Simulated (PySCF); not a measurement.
# r2SCAN on Mn³⁺ (manganese, charge +3)

Configuration: [Ar] 3d4, high-spin 5D determinant. Calculation: PySCF 2.14, in cc-pVTZ; the non-relativistic Hamiltonian (point nucleus).

```
Total energy                                                  : -1148.877 hartree
One-electron energy                                           : -1552.641 hartree
Hartree (Coulomb) energy                                      : 454.839 hartree
Exchange-correlation energy                                   : -51.075 hartree
Kinetic energy                                                : 1147.48537 hartree
⟨S²⟩                                                          : 6.0008
⟨L²⟩                                                          : 6.007
Sum of ⟨r⟩                                                    : 13.33 bohr
Sum of ⟨r²⟩                                                   : 13.15 bohr²
Traceless quadrupole moment −½Σ⟨3z² − r²⟩ along its main axis : -0.353 e·bohr²
Density at the nucleus (Gaussians lack the cusp)              : 10500 bohr⁻³
Spin density at the nucleus                                   : 0.302 bohr⁻³
Langevin diamagnetic susceptibility                           : -10.4 ×10⁻⁶ cm³/mol
Time after the integrals                                      : 3 s of wall time on 1 thread of Neoverse-V1 (shared host)
```

```json
{"shell": "1s α", "electrons": "1", "mean orbital energy (eV)": "-6433.5", "spread (eV)": "0", "rms radius, mean of both spins (bohr)": "0.0713"}
{"shell": "1s β", "electrons": "1", "mean orbital energy (eV)": "-6433.5", "spread (eV)": "0", "rms radius, mean of both spins (bohr)": "0.0713"}
{"shell": "2s α", "electrons": "1", "mean orbital energy (eV)": "-779.06", "spread (eV)": "0", "rms radius, mean of both spins (bohr)": "0.306"}
{"shell": "2s β", "electrons": "1", "mean orbital energy (eV)": "-776.43", "spread (eV)": "0", "rms radius, mean of both spins (bohr)": "0.306"}
{"shell": "2p α", "electrons": "3", "mean orbital energy (eV)": "-671.44", "spread (eV)": "0.484", "rms radius, mean of both spins (bohr)": "0.275"}
{"shell": "2p β", "electrons": "3", "mean orbital energy (eV)": "-669.44", "spread (eV)": "0.992", "rms radius, mean of both spins (bohr)": "0.275"}
{"shell": "3s α", "electrons": "1", "mean orbital energy (eV)": "-124.99", "spread (eV)": "0", "rms radius, mean of both spins (bohr)": "0.915"}
{"shell": "3s β", "electrons": "1", "mean orbital energy (eV)": "-119.21", "spread (eV)": "0", "rms radius, mean of both spins (bohr)": "0.915"}
{"shell": "3p α", "electrons": "3", "mean orbital energy (eV)": "-93.609", "spread (eV)": "0.254", "rms radius, mean of both spins (bohr)": "0.967"}
{"shell": "3p β", "electrons": "3", "mean orbital energy (eV)": "-87.756", "spread (eV)": "2.065", "rms radius, mean of both spins (bohr)": "0.967"}
{"shell": "3d α", "electrons": "4", "mean orbital energy (eV)": "-43.568", "spread (eV)": "1.847", "rms radius, mean of both spins (bohr)": "1.14"}
```
